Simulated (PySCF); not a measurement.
Dipole moment and polarisability of `CC[O][GeH2][NH2]`

C2H9GeNO.
Atom-mapped SMILES: `[CH3:1][CH2:2][O:3][GeH2:4][NH2:5]` (hydrogens: H6, H7, H8 on C1; H9, H10 on C2; H11, H12 on Ge4; H13, H14 on N5)

Structure used (PBE0-D3(BJ)/def2-SVP), in Å, numbered top down from 1:
```
atom  x, y, z in Å
C1    -2.3461    0.4839    0.1282
C2    -1.1746   -0.4614   -0.0131
O3     0.0195    0.2762   -0.0165
Ge4    1.5972   -0.5643   -0.1037
N5     2.9379    0.6569   -0.0481
H6    -3.2994   -0.0667    0.1324
H7    -2.3598    1.2021   -0.7052
H8    -2.2659    1.0532    1.0663
H9    -1.2818   -1.0501   -0.9482
H10   -1.1881   -1.1954    0.8201
H11    1.6716   -1.3233   -1.4424
H12    1.7158   -1.4902    1.1224
H13    2.9905    1.1927    0.8139
H14    2.9630    1.2997   -0.8347
```

Level: CAM-B3LYP/def2-SVPD (PySCF), static field, nuclei fixed, core orbitals frozen in the response. The polarisability tensor in these axes (au):

```
x   80.53  0.44 -0.66
y    0.44 64.99  0.28
z   -0.66  0.28 61.98
```

Question: Diagonalise the tensor; give its mean and Δα, where Δα² is half the sum of the squared differences of the eigenvalues.

Answer: Principal values 61.93, 65.01 and 80.56 au; mean 69.17 au = 10.25 Å³ = 11.40 × 10⁻⁴⁰ C²·m²/J; Δα = 17.30 au (25 % of the mean).

Question: What is the dipole moment, and where does it point?

Answer: (-0.31, -0.17, 0.02) D, 0.35 D in size, pointing from the negative to the positive side. Measured along this direction, the outermost atoms are H14 and H13 at the negative end and H6 at the positive end.

Question: Rayleigh depolarisation ratio (linearly polarised light, static tensor)?

Answer: ρ = 3Δα²/(45ᾱ² + 4Δα²) = 897.5/(215296 + 1196.6) = 0.00415.

Question: What molar refraction does this α imply?

Answer: Lorentz–Lorenz: R = (4π/3)N_A α = 2.5225 cm³/(mol·Å³) × 10.25 Å³ = 25.9 cm³/mol, in the limit of long wavelengths.

Question: Form Σ f/ω² (atomic units) for the 6 lowest TDDFT singlets, given as eV and f, and set it beside the mean polarisability, which is this sum over all singlets: 6.77, 0.0494; 7.09, 0.0039; 7.27, 0.0002; 7.65, 0.0532; 7.81, 0.0171; 7.97, 0.0372.

Answer: They add up to 2.17 au, 3.1 % of the 69.17 au; the largest single term is 0.80 au, from the state at 6.77 eV. Terms in order: 0.80, 0.06, 0.00, 0.67, 0.21, 0.43 au. Higher excitations give the rest. The strengths listed sum to 0.161.

Question: What would n − 1 = 2πNα be for an ideal gas of these molecules at 500 K and 1 atm, electronic part alone?

Answer: N = p/kT = 1.4678 × 10¹⁹ cm⁻³, so n − 1 = 2π × N × 10.25 × 10⁻²⁴ cm³ = 945 × 10⁻⁶ at long wavelengths.

Isolated species at its PBE0-D3(BJ)/def2-SVP geometry (one conformer only). The calculation is non-relativistic, for germanium too.
